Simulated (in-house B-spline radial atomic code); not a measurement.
Multiplet parameters of the 4d4 shell in Tc IV (Tc3+) ([Kr] 4d4). Computed with a radial B-spline atomic code at the basis-set limit: non-relativistic Hartree-Fock, average of configuration, point nucleus.

Slater integrals: F^2 = 67339 cm⁻¹, F^4 = 44289 cm⁻¹. Central-field spin-orbit parameter ζ(4d) = 1053 cm⁻¹ (bare central field on non-relativistic orbitals, without two-electron terms: too large for light atoms, too small for heavy ones).

(1) What are Racah's B and C?

(2) Where do the terms lie in LS coupling, without spin-orbit interaction?

(3) How far can these numbers be trusted?

Answers

(1) B = F^2/49 - 5F^4/441 = 872 cm⁻¹, C = 35F^4/441 = 3515 cm⁻¹, C/B = 4.03.

(2) In cm⁻¹ above the Hund's-rule term (some of the terms):
| term | expression | energy |
| --- | --- | --- |
| 5D | 0B + 0C | 0 |
| 3H | 4B + 4C | 17548 |
| 3G | 9B + 4C | 21909 |
| 3D | 16B + 4C | 28014 |
| 1I | 6B + 6C | 26323 |

(3) Fits to spectra need these integrals scaled down, since correlation screens the repulsion. Here ζ is 1.21 times B, so the coupling is intermediate: spin-orbit interaction mixes the terms, and LS labels name only the largest part.
